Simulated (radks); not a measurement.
The numbers below are computed, except where a source is named.
Spherical jellium clusters: N electrons in a uniform positive sphere of charge N and radius rs N^(1/3), rs = 4.48 bohr. Level of theory: non-relativistic Kohn-Sham, PBEsol, spin-polarised, spherical densities (a radial shooting solver with Libxc functionals). Levels are named by radial order and angular momentum (1s, 1p, 1d, 2s, ...), and open shells are averaged over m.

N = 10, configuration 1s2 1p6 1d(up 2, down 0). This is the lowest configuration that the search found. Occupied levels:

| level | occupation | eigenvalue (eV) | <r> (bohr) |
|---|---|---|---|
| 1s up | 1 | -4.1861 | 6.441 |
| 1s down | 1 | -4.0670 | 6.068 |
| 1p up | 3 | -3.3372 | 7.580 |
| 1p down | 3 | -3.1103 | 7.376 |
| 1d up | 2 | -2.2535 | 8.537 |

Energy (eV): total -17.5794, kinetic 14.444, external -333.02, Hartree 164.37, exchange-correlation -32.530, background 169.16.

Electron density:

| r (bohr) | n(r) (e/bohr^3) |
|---|---|
| 0.704 | 0.001588 |
| 1.88 | 0.001934 |
| 3.06 | 0.002476 |
| 4.23 | 0.003004 |
| 5.41 | 0.003258 |
| 6.58 | 0.003022 |
| 7.76 | 0.002295 |
| 8.94 | 0.001373 |
| 10.1 | 0.0006409 |
| 11.3 | 0.0002444 |
| 12.5 | 0.00008453 |
| 13.6 | 0.00002788 |
| 14.8 | 9.041e-06 |
